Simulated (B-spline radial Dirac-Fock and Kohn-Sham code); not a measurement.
The computed values come from a B-spline atomic structure program: Dirac-Fock orbitals of the configuration average with a finite nucleus.

**Question.** This computed X-ray form factor belongs to an atom or ion in its tabulated ground configuration. Which?

| sin θ/λ (Å⁻¹) | f₀ |
| --- | --- |
| 0.05 | 42.583 |
| 0.07 | 42.192 |
| 0.2 | 37.314 |
| 0.25 | 34.858 |
| 0.31 | 31.899 |
| 0.73 | 19.156 |
| 0.91 | 16.486 |
| 1.13 | 13.643 |
| 3.33 | 4.101 |

**Answer.** Ag⁴⁺, with 43 electrons in [Kr] 4d7. f₀ tends to the number of electrons as s goes to zero, which the first rows give only roughly, and the rate of fall reflects the nuclear charge, 47.
